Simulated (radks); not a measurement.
Problem. These are the eigenvalues of the occupied orbitals of an atom or ion with whole-number occupations (hartree). Method: scalar-relativistic Kohn-Sham, exchange-only LDA, spin-polarised, spherical densities, point nucleus; computed with a radial shooting solver on a logarithmic mesh with Libxc functionals.

orbital  eigenvalue
1s up     -2363.099
1s down   -2363.081
2s up     -492.9562
2s down   -492.3713
2p up     -448.3938
2p down   -447.9242
3s up     -184.5481
3s down   -183.9049
3p up     -171.1567
3p down   -170.5031
3d up     -157.2630

Which element is it, and in what charge state? The configuration may be excited. Open shells, if any, are filled with parallel spins first.

Solution. Z = 70, ytterbium, charge +49: Yb49+ in [Ar] 3d3. The list shows which subshells hold electrons but not how many an open one holds; the 1s level, -2363.1 hartree, gives Z - s = 68.7 by -(Z - s)^2/2, which with screening and relativity narrows Z to a few neighbours, and the depths of the outer levels then fix element, charge and occupations together.
